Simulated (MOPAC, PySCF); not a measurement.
GeO$_{2}$, SMILES `[O]=[Ge]=[O]`, neutral singlet in the gas phase. 

Cartesian coordinates (Å):
```xyz
3

O     -1.4849    -0.6577     0.0000
Ge     0.0000    -0.0001     0.0000
O      1.4848     0.6578     0.0000
```
Charge 0, multiplicity 1.

All levels are single points at this geometry (B3LYP-D3(BJ)/def2-TZVP); Pople sets use spherical d functions. Orbital energies aren't observables, and empty levels follow the basis.

| level | HOMO (eV) | LUMO (eV) | gap (eV) | dipole (D) | vertical IE, Delta-SCF (eV) |
|---|---|---|---|---|---|
| B3LYP-D3(BJ)/def2-TZVP in PySCF | -9.12 | -3.47 | 5.65 | 0.00 | 11.81 |
| B3LYP/3-21G in PySCF | -7.86 | -2.79 | 5.06 | 0.00 | – |
| B3LYP/LANL2DZ in PySCF | -9.11 | -3.71 | 5.39 | 0.00 | – |
| BP86/6-31G* in PySCF | -7.68 | -4.12 | 3.56 | 0.00 | – |
| M06-2X/6-31G* in PySCF | -10.60 | -1.90 | 8.71 | 0.00 | – |
| SVWN5/6-31G* in PySCF | -7.78 | -4.29 | 3.49 | 0.00 | – |
| HF/3-21G in PySCF | -12.00 | 1.16 | 13.16 | 0.00 | – |
| AM1 in MOPAC | -11.15 | -1.61 | 9.54 | 0.00 | – |
| PM6 in MOPAC | -11.11 | -0.67 | 10.44 | 0.00 | – |
